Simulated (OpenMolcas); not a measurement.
Cu3+ among 4 point charges of -3 e arranged as a tetrahedron (Td).

```json
{
  "Program": "OpenMolcas 26.06",
  "Method": "CASSCF",
  "Basis": "ANO-RCC-VDZP [5s4p2d1f]",
  "Scalar Hamiltonian": "DKH2, point nucleus",
  "Active space": "8 electrons in 5 orbitals (3d)",
  "State averaging": "2S+1 = 3 even, 10 roots; 2S+1 = 1 even, 15 roots",
  "Spin-orbit coupling": "RASSI with atomic mean-field integrals over the reference wave functions"
}
```

All point charges move together. At R = 1.74 Å |10Dq| is 2380 cm-1, and at R = 1.93 Å it is 1640 cm-1.

A third run gives 3070 cm-1. What distance was it run at?

With a power law R^-n the two known points give n = -ln(1640 / 2380) / ln(1.93 / 1.74) = 3.59. Then R = 1.74 × (2380 / 3070)^(1/3.59) = 1.621 Å. The run was at 1.6 Å, so the estimate is off by +0.021 Å.

An orbital triplet at a regular site is open to Jahn-Teller coupling, which can distort the site and quench the lowest spin-orbit gaps and is left out. Without dynamic correlation the repulsion within the d shell is too large (B by tens of per cent), so at a given field states of lower spin stand too high. The ground term spreads over less than 5000 cm-1, several times less than with real ligands, so orbital moments are less quenched and χT lies further from the spin-only value than at real sites (holds for R = 1.74; R = 1.93). This is an electrostatic model: the charges have no orbitals. No measured value stands beside these numbers.
